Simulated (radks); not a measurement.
Values are calculated unless marked as measured or tabulated.
Cd I, configuration [Kr] 4d10 5s2.

Code: a radial shooting solver on a logarithmic mesh with Libxc functionals. Model: Dirac Kohn-Sham, PBEsol, spin-unpolarised, spherical densities, point nucleus.

Energy parts (hartree):
part                        energy
total                  -5593.43078
kinetic                 5865.08109
electron-nucleus      -13573.97429
Hartree                 2267.50786
exchange-correlation    -152.04543

Orbitals (lengths in bohr, moments of r in powers of bohr; r(max) is where P^2 peaks; r(90%) holds 90 % of the orbital's charge):
orbital  occ.  eigenvalue (hartree)   r(max)     <r^2>  r(90%)  small-component weight
1s1/2       2             -973.6763  0.01968  0.001250  0.0546                3.10e-02
2s1/2       2             -144.5238   0.1114   0.02039   0.203                6.50e-03
2p1/2       2             -134.5630  0.08598   0.01521   0.182                6.52e-03
2p3/2       4             -127.4960  0.09033   0.01652   0.189                6.25e-03
3s1/2       2             -26.92882   0.3242    0.1470   0.528                1.85e-03
3p1/2       2             -22.93728   0.3105    0.1421   0.527                1.79e-03
3p3/2       4             -21.67518   0.3206    0.1510   0.542                1.72e-03
3d3/2       4             -14.60580   0.2640    0.1319   0.526                1.60e-03
3d5/2       6             -14.34923   0.2669    0.1345   0.531                1.58e-03
4s1/2       2              -3.88592   0.7952    0.8760    1.28                4.79e-04
4p1/2       2              -2.60541   0.8283     1.011    1.39                4.20e-04
4p3/2       4              -2.39045   0.8534     1.080    1.44                3.97e-04
4d3/2       4              -0.44650   0.9752     1.997    2.05                2.44e-04
4d5/2       6              -0.42085   0.9862     2.068    2.09                2.37e-04
5s1/2       2              -0.20949    2.329     9.612    4.37                4.56e-05

The highest occupied level is 5s1/2 at -5.700 eV. The density falls to 0.001 e/bohr^3 at r = 4.37 bohr.
